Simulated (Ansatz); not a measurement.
F3HO2W (`[O]=[W]([OH])([F])([F])[F]`). Total charge 0; spin multiplicity 1. Correlated methods include outer-core shells of W, which these sets cover unevenly. W takes the def2 core potential.

Z-matrix (Å, degrees):
```
W
O 1 1.861
F 1 1.862 2 88.7
F 1 1.862 2 88.7 3 -148.1
O 1 1.675 2 102.8 3 105.9
F 1 1.857 2 151.7 3 -74.0
H 2 0.959 1 133.8 3 73.9
```

Q: Give the diagnostics of a CCSD(T)/def2-TZVPP run (frozen core, the Gaussian-basis code of Ansatz). (An estimate is asked.)

A: Computed: T1 = 0.0210, largest single amplitude 0.065, largest double 0.044, (T) share of the correlation energy 4.4 %, 13 CCSD cycles. The RHF solution is stable towards an unrestricted one. T1 lies over the customary mark of 0.02 for closed shells; compounds of d metals often pass it without a breakdown.
